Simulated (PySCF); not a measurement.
Kr²⁺: ionisation energy

Kr²⁺ [Ar] 3d10 4s2 4p4 (3P) → Kr³⁺ [Ar] 3d10 4s2 4p3 (4S), as a difference of total energies. Computed with PySCF 2.14 in def2-TZVPPD, with the non-relativistic Hamiltonian (point nucleus). Correlated levels: valence: [Ar] 3d10 frozen; valence and next inner shell: [Ne] frozen. The calculations carry no spin-orbit coupling.

Order these methods by the ionisation energy they give, lowest first.
A. r2SCAN
B. LDA
C. SCS-MP2 (valence)
D. UHF

D (34.294 eV), C (35.060 eV), A (35.587 eV), B (35.784 eV).

A first-order spin-orbit estimate (lowest level to lowest level, LS coupling) adds 0.217 eV.

These non-relativistic numbers lack the scalar-relativistic shift.

Errors of the correlated levels include the incompleteness of this basis and the frozen core.

For comparison: 35.838 ± 0.02 eV (measured; NIST Atomic Spectra Database, ionization energies).
